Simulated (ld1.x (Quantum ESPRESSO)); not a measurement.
Before and after: TM potential for magnesium

```json
{
  "Element": "Mg",
  "Generator": "ld1.x (Quantum ESPRESSO) 7.5",
  "Type": "norm-conserving Troullier–Martins (Kleinman–Bylander form)",
  "Functional": "LDA (PZ)",
  "Relativity": "scalar-relativistic",
  "Frozen core": "[Ne]",
  "Valence charge": "2",
  "Reference configuration": "3s2 3p0",
  "Partial waves": "3s (bound): rc 2.55 bohr; 3p (bound, empty): rc 3.80 bohr; 3d channel at 0.2 Ry: rc 3.85 bohr",
  "Local potential": "all-electron potential smoothed inside 3.40 bohr (lloc = -2)",
  "Core correction": "none"
}
```

All-electron outer shells of the reference configuration (LDA (PZ), scalar-relativistic, ld1.x):

```json
{"shell": "2s", "level (eV)": "-79.28", "outermost node (bohr)": "0.18", "outermost maximum (bohr)": "0.55"}
{"shell": "2p", "level (eV)": "-46.72", "outermost node (bohr)": "–", "outermost maximum (bohr)": "0.48"}
{"shell": "3s", "level (eV)": "-4.79", "outermost node (bohr)": "0.90", "outermost maximum (bohr)": "2.53"}
{"shell": "3p", "level (eV)": "-1.38", "outermost node (bohr)": "0.96", "outermost maximum (bohr)": "3.50"}
```

Change: all radii scaled by about 1.31 (s 3.34, p 4.98, d 5.06 bohr); local potential all-electron potential smoothed inside 4.46 bohr (lloc = -2).

Cutoffs: the cutoffs (Ry, on a coarse ladder) from which the occupation-weighted sum of valence levels, in a spherical-Bessel basis at the reference potential, stays within 10 and 1 mRy of its value at 400 Ry; they do not see the model core or the augmentation charge, which bear on the density cutoff. Errors are all-electron minus pseudo energies relative to the spin-unpolarised reference configuration.

Question: What does the change do?

Answer: The potential gets softer (6 Ry and 18 Ry → 6 Ry and 8 Ry); of the 7 tests that both files solve, the error grows in 4 and shrinks in 3 by more than 15 % and 0.3 meV (median size 20.3 → 29.5 meV); neither file shows a bound ghost. A larger radius leaves more room for a smooth pseudo-wave, so fewer plane waves are needed.

```csv
quantity,base,changed
"cutoff, loose",6 Ry,6 Ry
"cutoff, tight",18 Ry,8 Ry
bound ghosts,none,none
"error for 3s1 3p0, meV [ΔE 8.07 eV]",+20,+30
"error for 3s1.5 3p0, meV [ΔE 3.19 eV]",+1.9,+6.0
"error for 3s1 3p1, meV [ΔE 3.52 eV]",+11,+4.4
"error for 3s0 3p2, meV [ΔE 7.27 eV]",+62,+30
"error for 3s0 3p1, meV [ΔE 12.47 eV]",+108,+57
"error for 3s1 3p0 (spin-polarised), meV [ΔE 7.75 eV]",+106,+122
"error for 3s1.5 3p0 (spin-polarised), meV [ΔE 3.14 eV]",+12,+16
```
